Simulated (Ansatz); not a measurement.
The first iterations of a band of a periodic cell of 17 atoms, Si16Ge (host Si, host structure diamond, interstitial Ge).

All numbers below come from DFT PBEsol, scalar-relativistic, plane waves, PAW in Ansatz. Settings: PAW set soft_1, cutoff 420 eV, k mesh 2x2x2, fermi-dirac smearing 0.05 eV, no spin polarisation.

```json
{
  "movable images": "5",
  "climbing image": "yes",
  "spring": "10.0 eV/Å²",
  "optimiser": "lbfgs",
  "start path": "IDPP",
  "force threshold": "0.03 eV/Å",
  "iteration limit": "58",
  "end points": "relaxed"
}
```

Image 0:

```xyz
17
Lattice="0.0000 5.4300 5.4300 5.4300 0.0000 5.4300 5.4300 5.4300 0.0000" Properties=species:S:1:pos:R:3
Si -0.007 -0.010 0.006
Si 1.359 1.354 1.309
Si 2.723 2.720 0.007
Si 4.073 4.071 1.357
Si 2.756 -0.045 2.673
Si 4.120 1.354 4.071
Si 5.423 2.719 2.706
Si 6.788 4.021 4.071
Si -0.039 2.751 2.674
Si 1.358 4.116 4.072
Si 2.722 5.420 2.708
Si 4.026 6.784 4.072
Si 2.755 2.751 5.468
Si 4.073 4.067 6.786
Si 5.390 5.385 5.470
Si 6.787 6.784 6.834
Ge 6.788 6.781 4.071
```

Image 6:

```xyz
17
Lattice="0.0000 5.4300 5.4300 5.4300 0.0000 5.4300 5.4300 5.4300 0.0000" Properties=species:S:1:pos:R:3
Si 0.004 -0.004 -0.005
Si 1.319 1.314 1.313
Si 2.717 2.713 -0.051
Si 4.116 4.111 1.313
Si 2.717 -0.050 2.712
Si 4.116 1.314 4.110
Si 5.480 2.713 2.712
Si 6.781 4.079 4.078
Si -0.045 2.712 2.711
Si 1.321 4.109 4.108
Si 2.718 5.474 2.711
Si 4.082 6.778 4.077
Si 2.718 2.712 5.474
Si 4.081 4.077 6.778
Si 5.431 5.429 5.429
Si 6.783 6.779 6.778
Ge 8.149 8.141 2.710
```

| iteration | highest image above the first end (eV) | largest band force component (eV/Å) |
| --- | --- | --- |
| 1 | 1.229 | 2.728 |
| 2 | 0.928 | 1.481 |
| 3 | 0.678 | 0.488 |
| 4 | 0.663 | 0.403 |
| 5 | 0.570 | 0.258 |
| 6 | 0.489 | 0.427 |
| 7 | 0.479 | 0.290 |
| 8 | 0.443 | 0.166 |
| 9 | 0.424 | 0.189 |
| 10 | 0.421 | 0.148 |

Does the band converge within its limit, and where does its top end?

The run converged. It ended after 30 iterations with the highest image 0.332 eV above the first end. By the program's own check the climbing image is a first-order saddle point (lowest curvatures found: -0.11 and 0.34 eV/Å²). Limits of this set-up: coarse k mesh, PAW files made for another functional, a small cell, in which the defect meets its images.

Run time: 17 min on 1 thread of Arm Neoverse V2 (shared host), peak memory 0.92 GiB.
